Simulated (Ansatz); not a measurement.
Consider the redistribution: `C[O][Sn]([Cl])([Cl])[SeH]` + `FC[SiH3]` → `[Cl][SnH]([Cl])[SeH]` + `CO[SiH2]CF`.

Gas-phase electronic energies from Ansatz, PBE0-D4/def2-TZVP geometries. CCSD(T)/CBS adds triple-zeta CCSD(T) − MP2 to the extrapolated MP2 energy (def2 sets, frozen cores). DFT in def2-TZVPP. B3LYP here is the variant with VWN-RPA as its local correlation; programs differ in this. Elements past krypton have def2 core potentials. For Se, Sn outer-core shells are correlated without core-valence functions, which leaves a few kJ/mol of doubt a bond. Scalar relativity is left out up to krypton. Each species was taken in one conformer, which may not be the lowest.

(1) Is it downhill or uphill in electronic energy at CCSD(T)/CBS, and by how much? (Estimate.)

(2) What do these levels give: r2SCAN-D4, B3LYP-D4, ωB97X-V, PBE, HF/def2-TZVPP, HF/def2-QZVPP? (Best estimate.)

Largest T1 diagnostic among the species: 0.012.

Results:

(1) The calculation gave: Downhill: ΔE = -0.65 eV.

(2) Ansatz gave: r2SCAN-D4 -0.68, B3LYP-D4 -0.70, ωB97X-V -0.71, PBE -0.63, HF/def2-TZVPP -0.88, HF/def2-QZVPP -0.87 eV.

From PBE to PBE0 (25 % exact exchange), in def2-TZVPP and without D4, ΔE moves by −0.10 eV. In def2-TZVPP, CCSD(T) changes the Hartree–Fock value by +0.20 eV (the triples alone add +0.05 eV) and MP2 by +0.21 eV. The D4 term adds +0.03 eV with B3LYP and +0.02 eV with PBE0; it sums over pairs of atoms, weighted by their polarisabilities, and B3LYP, whose exchange is more repulsive, gets the larger term.
